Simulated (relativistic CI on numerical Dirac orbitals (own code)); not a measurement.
Hyperfine structure of Nd²⁰⁺, mass number 145

Computed by Dirac-Coulomb-Breit CI, separate exchange-only KLI orbitals for each configuration, QED by a radiative potential, unscaled Slater integrals (own radial code, finite nucleus).

CI space (outside the closed core [Ar] 3d10): 4s²4p⁶4d⁴, 4s²4p⁵4d⁵, 4s²4p⁶4d³4f, 4s4p⁶4d⁵, 4s²4p⁶4d³5s, 4s4p⁶4d⁴4f, 4s²4p⁶4d³5p, 4s²4p⁶4d²4f5s, 4s²4p⁶4d³5d, 4s²4p⁶4d²5s5p, 4s²4p⁶4d³6s, 4p⁶4d⁶, 4p⁵4d⁷, 4s²4p⁶4d²5s², 4s²4p⁶4d4f5s², 4s4p⁶4d²4f5s², 4s²4p⁶4d5s²5p. Double excitations out of closed p, d and f shells are left out; levels of such configurations are missing from the list, as are those of other unlisted configurations, and high levels can miss mixing partners.

Nuclear spin I = 7/2, μ = -0.656 μN, Q = -0.314 b (tables of Stone and Pyykkö). The electronic factors are computed for point nuclear moments, without core polarisation or the Bohr-Weisskopf and QED corrections.

```
        Level  E (cm⁻¹)  A (MHz)  B (MHz)
4s²4p⁶4d⁴ ⁵D1   22016.7    4.213     -721
4s²4p⁶4d⁴ ⁵D2   37622.8   -393.7     -696
4s²4p⁶4d⁴ ⁵D3   47630.7   -662.2      165
4s²4p⁶4d⁴ ³G3   84997.5    -1031     -420
4s²4p⁶4d⁴ ³F2   87235.2     -887    -1100
4s²4p⁶4d⁴ ³H5   91956.6   -993.2    -1540
4s²4p⁶4d⁴ ³P1   93992.9   -874.9     64.5
4s²4p⁶4d⁴ ³H6   99222.3    -1028    -1660
```

Levels with J = 0, under 50 % of one LS term, or S terms without an open s electron are left out. Small factors come from cancelling terms and can be off by tens of per cent or more.

At this charge energies of transitions that change n are usually good to better than 1 %, and those within a shell (Δn = 0) to a few per cent. Terms inside the open d or f shell come out 10 to 20 % too wide with unscaled integrals.

Question: Give the hyperfine levels of 4s²4p⁶4d⁴ ⁵D2 relative to its centre of gravity.

Answer: With K = F(F + 1) − I(I + 1) − J(J + 1), E = AK/2 + B[¾K(K + 1) − I(I + 1)J(J + 1)]/[2I(2I − 1)J(2J − 1)]: F = 3/2: 3170, F = 5/2: 2497, F = 7/2: 1380, F = 9/2: -354.4, F = 11/2: -2930 MHz.

LS names give the leading component of a level, which can be under half, so a name can repeat, a term be missing and a line seem to break the LS rules.
